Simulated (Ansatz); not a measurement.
The cluster Ge₂O₂⁻. Total charge -1; doublet. Geometry PBE-D4/def2-SVP, that of the neutral singlet; atoms count from 1.

```xyz
4

Ge   -0.4264    1.2860   -0.0470
Ge    0.4267   -1.2859    0.0463
O    -1.1036   -0.3838   -0.4888
O     1.1033    0.3838    0.4895
```

The highest occupied level of the charge -1 doublet lies above zero (up to 0.94 eV). By energy differences its removal costs 0.78 eV (vertical, to the charge 0 singlet, at PBE0-D4/def2-TZVPD); a positive level beside a positive removal energy at the same level points to self-interaction error. The structure comes from a short search, and lower isomers may exist.

**Question.** Estimate the Mulliken populations from the PBE0/def2-TZVPD orbitals of Ansatz.

**Answer.** 
```tsv
atom	charge (e)	spin (α − β)
Ge1	-0.08	0.56
Ge2	-0.08	0.56
O3	-0.42	-0.06
O4	-0.42	-0.06
```
Mulliken values and Mayer orders depend strongly on the basis. With diffuse functions, as here, like atoms can get unlike values, and bond orders can come out too low or too high.

**Question.** Where does the spin sit?

**Answer.** Summed by element: Ge 1.13, O -0.13, of 1 unpaired in all. Largest on single atoms: Ge1 0.56, Ge2 0.56, O3 -0.06.

**Question.** And the Mayer bond orders between bonded heavy atoms (over 0.3)?

**Answer.** Ge1–Ge2 0.35 (2.71 Å); Ge1–O3 0.63 (1.86 Å); Ge1–O4 0.63 (1.86 Å); Ge2–O3 0.63 (1.86 Å); Ge2–O4 0.63 (1.86 Å).
